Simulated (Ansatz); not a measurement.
Ansatz (an electronic-structure program) job for MoH6, SMILES [MoH6], multiplicity 1, PBE-D3(BJ)/def2-TZVPD. 

Ansatz 0.2 input:
```yaml
crystal:
  periodic: [false, false, false]
  atoms:
    - {symbol: Mo, position_ang: [-0.00000000, -0.00000000, -0.00000000]}
    - {symbol: H, position_ang: [-0.00000000, -1.71826236, 0.00000000]}
    - {symbol: H, position_ang: [-1.71826236, 0.00000000, 0.00000000]}
    - {symbol: H, position_ang: [1.71826236, -0.00000000, -0.00000000]}
    - {symbol: H, position_ang: [-0.00000001, 0.00000000, -1.71826236]}
    - {symbol: H, position_ang: [0.00000001, -0.00000000, 1.71826236]}
    - {symbol: H, position_ang: [0.00000000, 1.71826236, -0.00000000]}
basis:
  gaussian:
    orbitals: def2-TZVPD
hamiltonian:
  xc: pbe
  dispersion: d3bj
relax: {f_tol: 0.002, max_steps: 200}
```

Program output:

```
WARN ansatz: RAYON_NUM_THREADS=1 ignored (pool sized by the plan → 1); use --threads N
Functional definition: PBE
integrals: 0.02 GiB planned
614 factors; their error is unknown
mean field: 0.21 GiB planned
mean field evaluation 1: about -1938.5867 eV, gradient 3.7e1 eV
mean field evaluation 2: about -1817.5697 eV, gradient 2.3e2 eV
mean field evaluation 4: about -1885.1082 eV, gradient 1.5e2 eV
mean field evaluation 8: about -1943.0931 eV, gradient 7.7e0 eV
mean field evaluation 16: about -1943.2599 eV, gradient 2.5e-5 eV
mean field evaluation 32: about -1911.5110 eV, gradient 1.0e2 eV
mean field evaluation 64: about -1942.4407 eV, gradient 4.4e0 eV
mean field evaluation 96: about -1941.9964 eV, gradient 6.5e0 eV
mean field evaluation 128: about -1943.3073 eV, gradient 1.7e-1 eV
mean field evaluation 160: about -1943.1536 eV, gradient 1.7e0 eV
mean field evaluation 192: about -1942.9418 eV, gradient 5.9e0 eV
mean field evaluation 224: about -1943.2599 eV, gradient 9.5e-6 eV
mean field -1943.29834933 eV, -71.4148971230 hartree, gradient 3.4e-6 eV, S^2 0.000000; 19 other end points of the search recorded, 0 dependent functions left out
the calculation of the forces begins
reference -1943.29841777 eV, -71.4148996381 hartree; 10, 10 occupied and 84, 84 virtual orbitals, 614 factors
relax step   1: F+E_penalty+E_count = -1943.40502891 eV  Δ(F+E_penalty+E_count) = +0.000e0 eV  max|allowed force component| = 1.374e0 eV/Å  Δτ_max = 0.0000 Å  (840 SCF iters, accepted)
these checks for a lower state are left out or cut short: starts, cluster_reference, orbital_swaps, neighbouring_geometries, increment
integrals: 0.02 GiB planned
614 factors; their error is unknown
mean field: 0.21 GiB planned
mean field -1943.59068925 eV, -71.4256404169 hartree, gradient 2.2e-6 eV, S^2 0.000000; 1 other end points of the search recorded, 0 dependent functions left out
the calculation of the forces begins
reference -1943.59075934 eV, -71.4256429927 hartree; 10, 10 occupied and 84, 84 virtual orbitals, 614 factors
relax step   2: F+E_penalty+E_count = -1943.69569493 eV  Δ(F+E_penalty+E_count) = -2.907e-1 eV  max|allowed force component| = 5.610e-1 eV/Å  Δτ_max = 0.1596 Å  (95 SCF iters, accepted)
these checks for a lower state are left out or cut short: starts, cluster_reference, orbital_swaps, neighbouring_geometries, increment
integrals: 0.02 GiB planned
614 factors; their error is unknown
mean field: 0.21 GiB planned
mean field evaluation 256: about -1943.6474 eV, gradient 4.6e-2 eV
mean field -1943.68278755 eV, -71.4290249671 hartree, gradient 1.6e-6 eV, S^2 0.000000; 1 other end points of the search recorded, 0 dependent functions left out
the calculation of the forces begins
reference -1943.68285687 eV, -71.4290275145 hartree; 10, 10 occupied and 84, 84 virtual orbitals, 614 factors
relax step   3: F+E_penalty+E_count = -1943.78811305 eV  Δ(F+E_penalty+E_count) = -9.242e-2 eV  max|allowed force component| = 1.847e-1 eV/Å  Δτ_max = 0.0741 Å  (88 SCF iters, accepted)
these checks for a lower state are left out or cut short: starts, cluster_reference, orbital_swaps, neighbouring_geometries, increment
integrals: 0.02 GiB planned
614 factors; their error is unknown
mean field: 0.21 GiB planned
mean field -1943.69182433 eV, -71.4293570625 hartree, gradient 2.2e-6 eV, S^2 0.000000; 1 other end points of the search recorded, 0 dependent functions left out
the calculation of the forces begins
reference -1943.69189380 eV, -71.4293596156 hartree; 10, 10 occupied and 84, 84 virtual orbitals, 614 factors
relax step   4: F+E_penalty+E_count = -1943.79698676 eV  Δ(F+E_penalty+E_count) = -8.874e-3 eV  max|allowed force component| = 1.409e-2 eV/Å  Δτ_max = 0.0150 Å  (87 SCF iters, accepted)
these checks for a lower state are left out or cut short: starts, cluster_reference, orbital_swaps, neighbouring_geometries, increment
integrals: 0.02 GiB planned
614 factors; their error is unknown
mean field: 0.21 GiB planned
mean field evaluation 288: about -1943.6919 eV, gradient 5.3e-5 eV
mean field -1943.69189081 eV, -71.4293595055 hartree, gradient 5.4e-6 eV, S^2 0.000000; 1 other end points of the search recorded, 0 dependent functions left out
the calculation of the forces begins
reference -1943.69196029 eV, -71.4293620590 hartree; 10, 10 occupied and 84, 84 virtual orbitals, 614 factors
relax step   5: F+E_penalty+E_count = -1943.79704093 eV  Δ(F+E_penalty+E_count) = -5.418e-5 eV  max|allowed force component| = 5.443e-5 eV/Å  Δτ_max = 0.0013 Å  (86 SCF iters, accepted)
integrals: 0.02 GiB planned
614 factors; their error is unknown
mean field: 0.21 GiB planned
mean field evaluation 320: about -1943.6978 eV, gradient 9.7e-2 eV
mean field evaluation 352: about -1935.9798 eV, gradient 4.5e-5 eV
mean field evaluation 384: about -1935.0485 eV, gradient 6.6e0 eV
mean field evaluation 416: about -1937.3551 eV, gradient 3.3e1 eV
mean field evaluation 448: about -1941.2792 eV, gradient 1.1e1 eV
mean field -1943.69189081 eV, -71.4293595055 hartree, gradient 5.4e-6 eV, S^2 0.000000; 12 other end points of the search recorded, 0 dependent functions left out
the calculation of the forces begins
reference -1943.69196029 eV, -71.4293620590 hartree; 10, 10 occupied and 84, 84 virtual orbitals, 614 factors
Total energy: -1943.79711042 eV, -71.4332262549 hartree
Atom 0 at     0.000000     0.000000     0.000000 Å, force    -0.000000    -0.000000     0.000000 eV/Å
Atom 1 at     0.000000    -1.820058    -0.000000 Å, force    -0.000000     0.000054     0.000000 eV/Å
Atom 2 at    -1.820058     0.000000     0.000000 Å, force     0.000054     0.000000     0.000000 eV/Å
Atom 3 at     1.820058    -0.000000    -0.000000 Å, force    -0.000054     0.000000     0.000000 eV/Å
Atom 4 at    -0.000000    -0.000000    -1.820058 Å, force     0.000000    -0.000000     0.000054 eV/Å
Atom 5 at     0.000000     0.000000     1.820058 Å, force     0.000000     0.000000    -0.000054 eV/Å
Atom 6 at    -0.000000     1.820058     0.000000 Å, force     0.000000    -0.000054     0.000000 eV/Å
Dipole moment:     0.000000    -0.000000    -0.000000 e Å
```

Self-consistency was reached.
